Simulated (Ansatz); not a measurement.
`C[Se][Se][SiH3]` + `[AsH3]` → `C[Se][AsH2]` + `[SiH3][SeH]`  (ligand exchange at the Se–Se bond)

Computed with Ansatz on PBE0-D4/def2-TZVP structures; ΔE is electronic, products minus reactants. CCSD(T)/CBS is the MP2 limit (def2-TZVPP, def2-QZVPP) plus CCSD(T) − MP2 in def2-TZVPP, frozen cores. DFT in def2-TZVPP. For As, Se outer-core shells are correlated without core-valence functions, which leaves a few kJ/mol of doubt a bond. Scalar relativity is left out up to krypton. Each species was taken in one conformer, which may not be the lowest.

| level | ΔE (kcal/mol) |
| --- | --- |
| PBE-D4 | -2.6 |
| BLYP-D4 | -2.2 |
| r2SCAN-D4 | -3.6 |
| r2SCANh-D4 | -3.8 |
| r2SCAN0 | -4.3 |
| MP2/def2-SVP | -4.1 |
| CCSD(T)/def2-SVP | -3.8 |
| MP2/CBS(def2) | -3.4 |

(1) What does CCSD(T)/CBS give? (Best estimate.)

Largest T1 diagnostic among the species: 0.011.

Results:

(1) The calculation gave: -3.4 kcal/mol. The listed levels differ from it by 0.8, 1.2, -0.2, -0.4, -0.9, -0.7, -0.4, 0.0 kcal/mol.

Leaving LDA and LC-ωPBE aside and taking each functional with its dispersion term where it has one, the values, not all of them listed here, spread over 2.0 kcal/mol, from PBE-QIDH to BLYP-D4. LDA lies +0.8 kcal/mol from PBE without D4. The D4 term adds +1.5 kcal/mol with B3LYP and +0.9 kcal/mol with PBE0; it sums over pairs of atoms, weighted by their polarisabilities, and B3LYP, whose exchange is more repulsive, gets the larger term. From BLYP to BHLYP (50 % exact exchange), in def2-TZVPP and without D4, ΔE moves by −0.9 kcal/mol.

B3LYP here is the variant with VWN-RPA as its local correlation; programs differ in this.
